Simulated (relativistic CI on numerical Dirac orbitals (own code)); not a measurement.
**Cr4+: M2,3 absorption edge**

Computed with this model: Dirac-Coulomb-Breit CI, KLI orbitals optimised for each configuration, model QED, valence Slater integrals scaled by 0.8, multiplet model of core-to-valence dipole absorption; configurations [Ar] 3d2 → [Ne] 3s2 3p5 3d3; 80 K; Lorentzian 0.8 eV and Gaussian 0.3 eV FWHM. Energies are those of the free ion, without screening or charge transfer. The branching ratio is the share of the lower-energy edge in the whole absorption, uncertain by about 0.02 where the edges overlap. S is read from ⟨S²⟩ = S(S + 1).

Field parameters in Wybourne normalisation: D3d B²₀ = −7Dσ, B⁴₀ = −14Dq − 21Dτ, B⁴₃ = −14√(10/7) Dq; D4h B²₀ = −7Ds, B⁴₀ = 21(Dq − Dt), B⁴₄ = 21√(5/14) Dq; Td as Oh with Dq negative (B⁴₀ = 21Dq, B⁴₄ = √(5/14) B⁴₀). The field is a parameter set, without covalency.

free ion: ground-state S = 1.00, centroid 57.16 eV. Peaks (eV, height): 49.2 (12), 52.6 (60), 56.4 (17), 58.5 (100), 61.8 (61).

D4h, 10Dq = 12100, Ds = -300, Dt = -160 cm⁻¹: ground-state S = 1.00, centroid 57.36 eV. Peaks (eV, height): 50.5 (11), 53.7 (62), 57.8 (23), 59.4 (100), 63.0 (36).

D3d, 10Dq = 17900, Dσ = 160, Dτ = -210 cm⁻¹: ground-state S = 1.00, centroid 57.44 eV. Peaks (eV, height): 51.1 (11), 54.1 (60), 59.7 (100), 63.5 (26).

Td, 10Dq = -10750 cm⁻¹: ground-state S = 1.00, centroid 57.44 eV. Peaks (eV, height): 50.3 (9), 54.1 (59), 58.2 (17), 60.0 (100), 63.5 (24).

D4h, 10Dq = 29900, Ds = 2050, Dt = -460 cm⁻¹: ground-state S = 1.00, centroid 57.70 eV. Peaks (eV, height): 45.2 (7), 47.6 (8), 48.7 (8), 50.6 (9), 56.1 (66), 58.0 (23), 60.3 (100), 61.6 (62), 63.6 (13), 65.8 (19), 67.4 (6).

D3d, 10Dq = 38600, Dσ = 960, Dτ = 430 cm⁻¹: ground-state S = 1.00, centroid 57.72 eV. Peaks (eV, height): 44.7 (9), 47.5 (8), 48.6 (9), 50.6 (13), 55.4 (65), 56.7 (61), 58.7 (49), 61.3 (100), 64.1 (12), 66.5 (15), 68.3 (8).

Strongest unbroadened transitions for D3d, 10Dq = 38600, Dσ = 960, Dτ = 430 cm⁻¹:

```csv
Energy (eV),Relative strength
55.20,34.9
55.28,89.4
55.42,62.4
56.02,32.3
56.04,38.8
56.62,90.2
56.93,48.6
57.16,40.9
57.75,32.8
58.62,59.2
58.78,30.3
58.84,40.5
60.97,57.8
61.14,89.3
61.25,29.2
61.37,65.9
61.49,100.0
61.60,62.7
```
